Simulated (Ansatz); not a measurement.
Input for Ansatz (a first-principles code): U-wB97X-V/cc-pVTZ on H2OSe (SMILES O[SeH]), a point of a bond scan (R = 2.593 Å).

Ansatz 0.2 input:
```yaml
crystal:
  periodic: [false, false, false]
  atoms:
    - {symbol: Se, position_ang: [-0.24233438, -0.06337558, 0.28131573]}
    - {symbol: H, position_ang: [-2.14252551, -0.63043771, -1.38910010]}
    - {symbol: O, position_ang: [1.06518061, 0.17874174, -0.96080393]}
    - {symbol: H, position_ang: [1.04608213, 1.11224671, -1.20509589]}
basis:
  gaussian:
    orbitals: cc-pVTZ
hamiltonian:
  xc: {name: wB97X-V}
magnetization: {spin_polarized: true, initial_magnetization: 0}
```

Predict the final total energy.

-2477.6687 hartree. Its determinant has ⟨S²⟩ = 0.73, a mixture of spin states.

How many basis functions does it have, and what does it roughly cost on one machine?

101 functions; around 18 core-seconds (rough).
